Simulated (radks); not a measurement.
Question: The indium ion In3+, [Kr] 4d10. All-electron calculation, non-relativistic Kohn-Sham, exchange-only LDA, spin-polarised, spherical densities, point nucleus. Program: a radial shooting solver on a logarithmic mesh with Libxc functionals. Every spin shell is full or empty, so the densities are truly spherical. Functionals are evaluated on that one density, not self-consistently. Rank these orbital-free kinetic functionals by their error against the exact value of the orbitals, and give that value: Thomas-Fermi, TF + vW, TF + vW/9, APBEK, revAPBEK, Thakkar, Pearson, LKT, PG1.

Answer: Exact: 5730.85 hartree. From best to worst, with 100 (|E| - |E exact|)/|E exact| (equal figures are ties): APBEK +0.12, revAPBEK +0.30, Thakkar -0.57, TF + vW/9 -0.68, Pearson -0.93, Thomas-Fermi -5.32, PG1 +15.19, LKT +19.33, TF + vW +36.49.
